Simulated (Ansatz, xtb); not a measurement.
Two isomers of C5H7FO

Structure X is `FC1=CCCCO1`, a singlet and structure Y is `C[C@@H]1C=CO[C@H]1F`, a singlet. Both are isolated molecules in the gas phase, relaxed with B3LYP-D3(BJ)/def2-SVP; the shapes shown needn't be the lowest conformers.

X (Å):

| atom | x (Å) | y (Å) | z (Å) |
| --- | --- | --- | --- |
| C | -0.9092 | 1.2657 | 1.0383 |
| C | -1.0251 | 0.0374 | 0.5185 |
| C | -0.8322 | -0.1898 | -0.9596 |
| C | -0.8279 | 1.1542 | -1.6982 |
| C | -0.0186 | 2.1791 | -0.9133 |
| F | -1.1363 | 1.5352 | 2.3185 |
| O | -0.5674 | 2.3879 | 0.3929 |
| H | -1.2844 | -0.7834 | 1.1878 |
| H | 0.1114 | -0.7340 | -1.1530 |
| H | -1.6359 | -0.8338 | -1.3550 |
| H | -1.8591 | 1.5305 | -1.8036 |
| H | -0.4100 | 1.0562 | -2.7125 |
| H | -0.0170 | 3.1663 | -1.3944 |
| H | 1.0283 | 1.8416 | -0.8013 |

Y (Å):

```csv
atom,x (Å),y (Å),z (Å)
C,-2.2914,1.0545,-0.9729
C,-1.0612,1.1258,-0.0620
C,-0.0292,2.1316,-0.5226
C,1.0372,1.4575,-0.9596
C,-0.2233,-0.1703,-0.0733
F,0.1691,-0.4954,1.2039
O,0.9272,0.0920,-0.8388
H,-1.9974,0.8117,-2.0064
H,-2.8180,2.0207,-0.9935
H,-3.0024,0.2880,-0.6241
H,-1.3780,1.3013,0.9795
H,-0.1595,3.2120,-0.5345
H,1.9694,1.8032,-1.4053
H,-0.7310,-1.0521,-0.4948
```

Quicker runs give these differences E(Y) − E(X): GFN2-xTB +1.39 kcal/mol; HF/STO-3G +5.78 kcal/mol (at GFN2-xTB geometries); r2SCAN-D4/def2-SVP +2.38 kcal/mol (at GFN2-xTB geometries).

Estimate E(Y) − E(X) at the level CCSD(T)/def2-SVP + ΔMP2/def2-TZVPP.

Not settled: CCSD(T)/def2-SVP + ΔMP2/def2-TZVPP gives E(Y) − E(X) = −1.70 kcal/mol, but this leans on the basis-set step: CCSD(T) alone gives −0.06 kcal/mol.

Level by level:

```csv
level,geometry,E(Y) − E(X) (kcal/mol),departure from the last row (kcal/mol),"job, with rough time for the two"
GFN2-xTB,GFN2-xTB,+1.39,+3.09,"optimisation, 0.086 s"
HF/STO-3G,GFN2-xTB,+5.78,+7.48,"single point, 0.2 s"
r2SCAN-D4/def2-SVP,GFN2-xTB,+2.38,+4.08,"single point, 1.1 s"
B3LYP-D3(BJ)/def2-SVP,B3LYP-D3(BJ)/def2-SVP,+2.30,+4.00,"optimisation, 13 s"
HF/def2-SVP,B3LYP-D3(BJ)/def2-SVP,+0.93,+2.63,part of the CCSD(T) run
MP2/def2-SVP,B3LYP-D3(BJ)/def2-SVP,+0.39,+2.09,part of the CCSD(T) run
CCSD(T)/def2-SVP,B3LYP-D3(BJ)/def2-SVP,−0.06,+1.64,single point
CCSD(T)/def2-SVP + ΔMP2/def2-TZVPP,B3LYP-D3(BJ)/def2-SVP,−1.70,,"single point, 18 s"
```

As drawn, both hold the same kinds of bond in the same numbers. Structure X has 0 methyl groups, Y 1. Structure X has a 6-membered ring, Y a 5-membered ring.

GFN2-xTB, HF/STO-3G, r2SCAN-D4/def2-SVP, B3LYP-D3(BJ)/def2-SVP, HF/def2-SVP put the two in the other order. MP2/def2-SVP, CCSD(T)/def2-SVP find them nearly level. The largest departure from CCSD(T)/def2-SVP + ΔMP2/def2-TZVPP is that of HF/STO-3G, 7.48 kcal/mol. The last row adds to CCSD(T) the change of the MP2 difference between the two basis sets, here −1.64 kcal/mol.

With thermal terms from frequencies at re-optimised GFN2-xTB minima (ideal gas, soft modes damped towards free rotors, one conformer each, 298.15 K, 1 atm): the zero-point term adds −0.84 kcal/mol; ΔH is −2.31 and ΔG −2.87 kcal/mol.

The correlated steps freeze 7 core orbitals. Mirror images aren't counted in ΔG. Run with Ansatz 0.2.0, xtb 6.7.1; the last row on 4 threads of AMD EPYC 9R45 96-Core Processor (Zen 5) on a shared host.
